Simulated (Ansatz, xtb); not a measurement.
## C7H8: which of two isomers lies lower

We compare I, `C#CC[C@@H](C)C#C`, a singlet, with II, `C#CCCCC#C`, a singlet. Both are isolated molecules in the gas phase, relaxed with PBE-D3(BJ)/def2-SVP; each stands in its lowest conformer found.

Quicker runs give these differences E(II) − E(I): GFN2-xTB +0.58 kcal/mol; HF/STO-3G −0.17 kcal/mol (at GFN2-xTB geometries); r2SCAN-D4/def2-SVP −0.11 kcal/mol (at GFN2-xTB geometries).

Q: Estimate which is lower in electronic energy at CCSD(T)/def2-SVP + ΔMP2/def2-TZVPP, and by roughly how much.

A: CCSD(T)/def2-SVP + ΔMP2/def2-TZVPP gives E(II) − E(I) = +0.37 kcal/mol, slightly favouring structure I, which is too small a margin to settle the true order.

The same difference at several levels:

```
                             level             geometry  E(II) − E(I) (kcal/mol)  departure from the last row (kcal/mol)  job, with rough time for the two
                          GFN2-xTB             GFN2-xTB                     +0.58                                   +0.22              optimisation, 0.18 s
                         HF/STO-3G             GFN2-xTB                     −0.17                                   −0.54              single point, 0.52 s
                r2SCAN-D4/def2-SVP             GFN2-xTB                     −0.11                                   −0.48               single point, 6.5 s
               PBE-D3(BJ)/def2-SVP  PBE-D3(BJ)/def2-SVP                     −0.41                                   −0.77                optimisation, 35 s
                       HF/def2-SVP  PBE-D3(BJ)/def2-SVP                     −0.38                                   −0.74           part of the CCSD(T) run
                      MP2/def2-SVP  PBE-D3(BJ)/def2-SVP                     +0.64                                   +0.27           part of the CCSD(T) run
                  CCSD(T)/def2-SVP  PBE-D3(BJ)/def2-SVP                     +0.37                                    0.00                      single point
CCSD(T)/def2-SVP + ΔMP2/def2-TZVPP  PBE-D3(BJ)/def2-SVP                     +0.37                                                     single point, 2.3 min
```

As drawn, both hold the same kinds of bond in the same numbers. Structure I has 1 methyl group, II 0.

The largest departure from CCSD(T)/def2-SVP + ΔMP2/def2-TZVPP is that of PBE-D3(BJ)/def2-SVP, 0.77 kcal/mol. The last row adds to CCSD(T) the change of the MP2 difference between the two basis sets, here 0.00 kcal/mol.

With thermal terms from frequencies at re-optimised GFN2-xTB minima (ideal gas, soft modes damped towards free rotors, one conformer each, 298.15 K, 1 atm): the zero-point term adds +0.29 kcal/mol; ΔH is +0.51 and ΔG +1.08 kcal/mol.

The correlated steps freeze 7 core orbitals. Mirror images aren't counted in ΔG. Codes used: Ansatz 0.2.0, xtb 6.7.1; the last row on 2 threads of Arm Neoverse V1 on a shared host.
